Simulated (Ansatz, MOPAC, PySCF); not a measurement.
Species: SOF, charge 0, multiplicity 2. SMILES: O=[S]F
Structure (B3LYP-D3(BJ)/def2-TZVP (Ansatz, a program for electronic structure) minimum search):
```
S
O 1 1.4576
F 1 1.6228 2 108.23
```
Charge 0, spin multiplicity 2.

Wanted: vertical electron affinity to the singlet, in eV. Set-up: each state is the SCF solution reached for its charge and spin; open shells spin-unrestricted; dispersion terms only where a functional's name holds one; non-relativistic; spin-orbit terms left out; frozen cores in correlated levels; six Cartesian d functions in 6-31G* and its kin unless marked 5d. CBS marks a two-point X^-3 extrapolation of the correlation energy; Hartree-Fock from the larger set. [CCSD(T)-MP2]/basis is that difference in the basis named. Ab initio and DFT rows: single points at B3LYP-D3(BJ) geometries (Ansatz). Semi-empirical rows: differences of heats of formation at the shared geometry for vertical values. Sets without +, aug- or the D of def2-TZVPD hold no diffuse functions, which anions need.

```csv
species,coefficient,"E at B3LYP/6-31G* (Ansatz), Eh","E at M06-2X/def2-TZVPD (PySCF), Eh","heat of formation at PM3 (MOPAC), kcal/mol"
"charge -1, singlet",-1,-573.19804,-573.27414,-105.73
"charge 0, doublet",+1,-573.19122,-573.23085,-73.09
```

Coupled cluster (Ansatz) is a level with limits of its own, used here on species with T1 under 0.025 (0.045 for open shells) and stable references: RI-MP2/CBS(aug-cc-pV(T+d)Z,aug-cc-pV(Q+d)Z)+[CCSD(T)-MP2]/aug-cc-pV(T+d)Z. Value to compare with, RI-MP2/CBS(aug-cc-pV(T+d)Z,aug-cc-pV(Q+d)Z)+[CCSD(T)-MP2]/aug-cc-pV(T+d)Z (Ansatz): 1.17 eV. 1 Eh = 27.2114 eV and 1 eV = 23.0605 kcal/mol.

Compute it at each level from the table, and compare with RI-MP2/CBS(aug-cc-pV(T+d)Z,aug-cc-pV(Q+d)Z)+[CCSD(T)-MP2]/aug-cc-pV(T+d)Z (Ansatz).


- B3LYP/6-31G*: the sum of coefficient times E is 0.00682 Eh, or 0.186 eV. Result: 0.19 eV. Its difference against RI-MP2/CBS(aug-cc-pV(T+d)Z,aug-cc-pV(Q+d)Z)+[CCSD(T)-MP2]/aug-cc-pV(T+d)Z (Ansatz) is -0.98 eV.
- M06-2X/def2-TZVPD: the sum of coefficient times E is 0.04329 Eh, or 1.178 eV. Result: 1.18 eV. Its difference against RI-MP2/CBS(aug-cc-pV(T+d)Z,aug-cc-pV(Q+d)Z)+[CCSD(T)-MP2]/aug-cc-pV(T+d)Z (Ansatz) is 0.01 eV.
- PM3: the sum of coefficient times heat of formation is 32.64 kcal/mol, or 1.42 eV. Its difference against RI-MP2/CBS(aug-cc-pV(T+d)Z,aug-cc-pV(Q+d)Z)+[CCSD(T)-MP2]/aug-cc-pV(T+d)Z (Ansatz) is 0.25 eV.
